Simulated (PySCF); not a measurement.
**A small calculation by hand: oscillator strength and radiative lifetime**

BiHF₂, SMILES [F][BiH][F].

Coordinates come from a PBE0-D3(BJ)/def2-TZVP optimisation. The def2 effective core potentials stand for the cores of Bi; spin–orbit coupling is left out.

TDA-M06-2X/def2-SVPD (PySCF) puts the first singlet state with f over 0.02 at 5.87 eV (vertical), with the transition dipole (0.160, -0.392, 0.000) in atomic units.

Q: Find the oscillator strength, the wavelength and the radiative lifetime that this transition would have in vacuum if emission retraced absorption.

A: 
|μ|² = 0.1793 au, so |μ| = 1.08 D. ΔE = 5.87/27.211 = 0.2157 hartree. f = (2/3) ΔE |μ|² = 0.026 (the program prints 0.026).
λ = 1239.84/5.87 = 211 nm; ν = 47345 cm⁻¹.
Einstein's coefficient A = 0.6670 ν² f s⁻¹ (ν in cm⁻¹) = 3.9e7 s⁻¹, so τ = 1/A = 26 ns. This state is S2; the lower singlet has f = 0.019. The figure is the radiative limit of this one transition; relaxation, internal conversion, crossing to triplets and a medium change what is measured.
